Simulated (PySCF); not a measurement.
Computed magnetic data of one metal complex (SC-NEVPT2 in the d shell, PySCF, with spin-orbit coupling):

```tsv
T / K	χT / cm³ K mol⁻¹	μeff / μB
2	1.861	3.86
5	1.904	3.90
10	1.976	3.98
20	2.118	4.12
30	2.257	4.25
50	2.488	4.46
75	2.666	4.62
100	2.762	4.70
150	2.852	4.78
200	2.897	4.81
250	2.930	4.84
300	2.957	4.86
```

Powder magnetisation at 2 K: 0.79 μB at 0.5 T, 1.37 μB at 1 T, 1.94 μB at 2 T, 2.12 μB at 3 T, 2.24 μB at 5 T, 2.29 μB at 7 T.

**Question.** Which of these complexes, all computed at model or optimised geometries, gave the data?
A. [MoF6]3- (d3, octahedral)
B. [Co(H2O)6]2+ (d7, octahedral)
C. [Cr(H2O)4]3+ (d3, tetrahedral)
D. [Co(SH)5]3- (d7, square pyramidal)

**Answer.** D. [Co(SH)5]3- (d7, square pyramidal) has NEVPT2: 2S+1 = 4, 4.86 μB at 300 K, 3.98 μB at 10 K, 2.29 μB at 7 T. The others: [MoF6]3- (d3, octahedral) has NEVPT2: 2S+1 = 4, 3.76 μB at 300 K, 3.74 μB at 10 K, 2.88 μB at 7 T; [Cr(H2O)4]3+ (d3, tetrahedral) has NEVPT2: 2S+1 = 4, 3.62 μB at 300 K, 2.24 μB at 10 K, 1.19 μB at 7 T; [Co(H2O)6]2+ (d7, octahedral) has NEVPT2: 2S+1 = 4, 5.07 μB at 300 K, 3.99 μB at 10 K, 2.34 μB at 7 T.

On [Co(SH)5]3-: The geometry is a model, and the complex may not exist in this form.
